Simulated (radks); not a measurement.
Task: These are the eigenvalues of the occupied orbitals of an atom or ion with whole-number occupations (eV). Method: Dirac Kohn-Sham, LDA (Slater exchange, Perdew-Wang correlation), spin-unpolarised, spherical densities, point nucleus; computed with a radial shooting solver on a logarithmic mesh with Libxc functionals.

orbital  eigenvalue
1s1/2     -51827.46
2s1/2     -8647.129
2p1/2     -8223.415
2p3/2     -7477.752
3s1/2     -1973.597
3p1/2     -1789.050
3p3/2     -1635.218
3d3/2     -1316.245
3d5/2     -1282.663
4s1/2     -447.0506
4p1/2     -374.6733
4p3/2     -339.9492
4d3/2     -220.3988
4d5/2     -214.0691
5s1/2     -108.6801
5p1/2      -87.1876
5p3/2      -81.5051
4f5/2      -71.3440
4f7/2      -70.4142

Which element is it, and in what charge state? The configuration may be excited. Open shells, if any, fill j = l - 1/2 first.

Result: Z = 65, terbium, charge +5: Tb5+ in [Kr] 4d10 4f7 5s2 5p5. The list shows which subshells hold electrons but not how many an open one holds; the 1s level, -1904.6 hartree, gives Z - s = 61.7 by -(Z - s)^2/2, which with screening and relativity narrows Z to a few neighbours, and the depths of the outer levels then fix element, charge and occupations together.
